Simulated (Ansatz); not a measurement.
Program: Ansatz. Geometries: PBE0-D4/def2-TZVP. ΔE: electronic, gas phase. CCSD(T)/CBS adds triple-zeta CCSD(T) − MP2 to the extrapolated MP2 energy (def2 sets, frozen cores). This one scheme is used for every species. Functionals use def2-TZVPP. B3LYP here is the variant with VWN-RPA as its local correlation; programs differ in this. Each species was taken in one conformer, which may not be the lowest.

Consider the cleavage of the Si–B bond: `N[SiH2]B(F)F` + `OCO` → `N[SiH2]OCO` + `FBF`.

```csv
level,ΔE (kcal/mol),difference from CCSD(T)/CBS
PBE-D4,-27.0,5.3
PBE0-D4,-28.8,3.5
B3LYP-D4,-31.9,0.4
ωB97X-V,-31.1,1.2
B2PLYP,-32.7,-0.4
PBE,-26.5,5.8
r2SCAN,-31.0,1.3
B3LYP,-31.1,1.2
MP2/def2-TZVPP,-34.5,-2.2
SCS-MP2/def2-TZVPP,-34.4,-2.1
CCSD/def2-TZVPP,-32.6,-0.3
CCSD(T)/def2-TZVPP,-32.3,0.0
SCS-MP2/def2-QZVPP,-34.5,-2.2
HF/CBS(def2),-36.2,-3.9
MP2/CBS(def2),-34.5,-2.2
CCSD/CBS(def2),-32.6,-0.3
CCSD(T)/CBS,-32.3,0
```

Largest T1 diagnostic among the species: 0.013.

From PBE to PBE0 (25 % exact exchange), in def2-TZVPP and without D4, ΔE moves by −1.8 kcal/mol. The D4 term adds −0.8 kcal/mol with B3LYP and −0.4 kcal/mol with PBE0; it sums over pairs of atoms, weighted by their polarisabilities, and B3LYP, whose exchange is more repulsive, gets the larger term.
